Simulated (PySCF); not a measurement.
SeCl4, SMILES [Se](Cl)(Cl)(Cl)Cl. Geometry optimised at PBE0-D3(BJ)/def2-SVP. The isomer is the one that the SMILES or the coordinates give; other isomers of the formula were not compared.

Computed with PBE0-D3(BJ)/def2-SVP run with PySCF.

Harmonic wavenumbers (cm⁻¹): 86, 123, 170, 178, 197, 282, 345, 394, 404. Rotational constants (GHz): 1.714, 1.061, 0.8628; symmetry number 2.

Work out the zero-point energy and the ideal-gas rigid-rotor harmonic-oscillator thermochemistry at 298.15 K and 1 atm.

ZPE = ½ Σ hcν = ½ × 2179 cm⁻¹ = 3.11 kcal/mol. H − E(el) = 8.41 kcal/mol. Entropy in cal/(mol K): translation 42.08, rotation 28.33, vibration 18.40, total 88.80. G − E(el) = -18.07 kcal/mol. Cp = 23.67 cal/(mol K). Modes under 150 cm⁻¹ make the vibrational entropy uncertain.
